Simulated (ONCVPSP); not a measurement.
## PBE ONCV dataset for zirconium (Zr), scalar-relativistic all-electron reference.

- Element: Zr (Z = 40)
- Generator: ONCVPSP 4.0.1
- Type: optimised norm-conserving Vanderbilt (ONCV)
- Functional: PBE
- Relativity: scalar-relativistic
- Frozen core: [Ar] 3d10
- Valence charge: 12
- Reference configuration: 4s2 4p6 4d2 5s1.5 5p0.5
- Partial waves: 4s+5s: rc 1.90 bohr, ncon 4, nbas 8, qcut 8.3 1/bohr, 3 projectors, debl 2.3 Ha; 4p+5p: rc 2.10 bohr, ncon 4, nbas 8, qcut 5.7 1/bohr, 2 projectors; 4d: rc 2.65 bohr, ncon 5, nbas 10, qcut 5.5 1/bohr, 2 projectors, debl 3 Ha
- Local potential: polynomial inside 1.85 bohr (lpopt 3, dvloc0 0 Ha)
- Core correction: Teter function, fcfact 5.75, rcfact 1.45

All-electron outer shells of the reference configuration (PBE, scalar-relativistic, ld1.x):

```json
{"shell": "3p", "level (eV)": "-318.29", "outermost node (bohr)": "0.18", "outermost maximum (bohr)": "0.40"}
{"shell": "3d", "level (eV)": "-175.34", "outermost node (bohr)": "–", "outermost maximum (bohr)": "0.35"}
{"shell": "4s", "level (eV)": "-55.14", "outermost node (bohr)": "0.55", "outermost maximum (bohr)": "1.08"}
{"shell": "4p", "level (eV)": "-33.09", "outermost node (bohr)": "0.56", "outermost maximum (bohr)": "1.17"}
{"shell": "5s", "level (eV)": "-4.81", "outermost node (bohr)": "1.47", "outermost maximum (bohr)": "3.11"}
{"shell": "4d", "level (eV)": "-4.14", "outermost node (bohr)": "0.58", "outermost maximum (bohr)": "1.59"}
{"shell": "5p", "level (eV)": "-1.77", "outermost node (bohr)": "1.70", "outermost maximum (bohr)": "4.10"}
```

Calculated quality:

```json
{"Cutoffs needed": "19 Ha and 23 Ha (the cutoffs (Ha) at which the residual kinetic energy of the hardest occupied pseudo-wave falls to 1 and 0.1 mHa per electron)", "Ghost test": "no bound ghost flagged; no localised positive-energy state flagged", "Largest excitation error": "-84 meV (all-electron minus pseudo) for 4s2 4p5 4d2 5s2 5p0, out of 4 test configurations", "rms error of d²Exc/dni dnj": "1.53 mHa without and 1.58 mHa with the model core"}
```

Generation and tests took about 5.5 s on one core of a shared server CPU.
